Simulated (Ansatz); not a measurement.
Start from `N=C1OB1F` and change one atom or group to get `N=C1OB1[SiH3]`.

Ansatz, PBE0-D4/def2-TZVP geometries, multiplicity 1. Each molecule was computed in one conformer, which needn't be the lowest.

```json
{"property": "LUMO energy (PBE0/def2-TZVPP) / eV", "`N=C1OB1F`": "-1.38"}
{"property": "HOMO energy (ωB97M-V/def2-TZVPP) / eV", "`N=C1OB1F`": "-10.47"}
{"property": "HOMO energy (B3LYP/def2-TZVPP) / eV", "`N=C1OB1F`": "-7.95"}
{"property": "LUMO energy (ωB97M-V/def2-TZVPP) / eV", "`N=C1OB1F`": "0.89"}
{"property": "size of the dipole moment (B3LYP/def2-TZVPP) / D", "`N=C1OB1F`": "2.32"}
{"property": "HOMO–LUMO gap (PBE/def2-TZVPP) / eV", "`N=C1OB1F`": "4.31"}
```

(1) Give the same properties after the change, and the shifts. (Best estimate.)

Answers

(1) Ansatz gave: 
| property | `N=C1OB1[SiH3]` | shift |
| --- | --- | --- |
| LUMO energy (PBE0/def2-TZVPP) / eV | -2.04 | -0.66 |
| HOMO energy (ωB97M-V/def2-TZVPP) / eV | -9.76 | 0.71 |
| HOMO energy (B3LYP/def2-TZVPP) / eV | -7.30 | 0.65 |
| LUMO energy (ωB97M-V/def2-TZVPP) / eV | 0.06 | -0.83 |
| size of the dipole moment (B3LYP/def2-TZVPP) / D | 3.07 | 0.75 |
| HOMO–LUMO gap (PBE/def2-TZVPP) / eV | 3.15 | -1.16 |

With PBE0 the HOMO rises by 0.65 eV and the LUMO falls by 0.66 eV, so the gap narrows by about 1.31 eV. PBE moves the HOMO by 0.55 eV and ωB97M-V by 0.71 eV. The zero-point energy changes by 57.7 kJ/mol with +9 modes. Dipoles are sizes alone; their direction can turn.

B3LYP here is the variant with VWN-RPA as its local correlation; programs differ in this.
